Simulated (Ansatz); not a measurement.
The same path of F3HSi + H4OSi (11 atoms, charge 0, multiplicity 1) was run twice with different band settings. Lost on the way: Si1–H2, O6–H11. Made: Si1–O6, H2–H11.

Method: Ansatz 0.2.0, RKS B3LYP-D4/def2-SVP.

Relaxed end points:

```xyz
11
Properties=species:S:1:pos:R:3
Si 0.343 0.006 -0.010
H 0.472 -0.713 1.252
F 1.825 0.176 -0.622
F -0.206 1.519 0.120
F -0.471 -0.781 -1.159
O -2.084 -0.146 0.954
Si -3.252 -1.107 0.203
H -2.678 -2.473 0.156
H -4.500 -1.105 1.020
H -3.577 -0.609 -1.163
H -2.267 0.800 1.036
```

```xyz
11
Properties=species:S:1:pos:R:3
Si -0.362 -0.009 -0.598
H 0.034 0.544 2.550
F 0.807 -0.549 0.353
F -0.257 1.584 -0.648
F -0.083 -0.567 -2.072
O -1.802 -0.475 -0.064
Si -3.246 -1.319 -0.120
H -2.962 -2.761 -0.348
H -3.932 -1.122 1.182
H -4.080 -0.781 -1.228
H -0.510 1.023 2.781
```

Common settings: movable images 9; climbing image yes; optimiser quadratic models (default); start path through a guess of the saddle point; force threshold 0.03 eV/Å; iteration limit 60; end points relaxed.

| run | spring |
| --- | --- |
| 1 | 5.0 eV/Å² |
| 2 | 0.5 eV/Å² |

Problem. What does each run give, and how far can it be trusted?

Solution. Run 1: converged after 33 iterations, highest image 1.404 eV above the first end. Neighbouring images differ by up to 1.8 eV, so the band resolves the path poorly. A vibrational analysis at the climbing image gives one clearly imaginary mode, 1329i cm⁻¹: a first-order saddle point.
Run 2: converged after 54 iterations, highest image 1.404 eV above the first end. The profile has 2 maxima (images 2, 5) with wells between them (image 3): this band takes more than one step, which may be the mechanism or a detour left from its start path. Neighbouring images differ by up to 1.2 eV, so the band resolves the path poorly. Another band between the same ends (9 images) ends at a top of the same energy, where a vibrational analysis finds 1 clearly imaginary mode.
The orbitals stay closed-shell, which can raise the energy where a bond breaks towards radicals; this wasn't checked here.
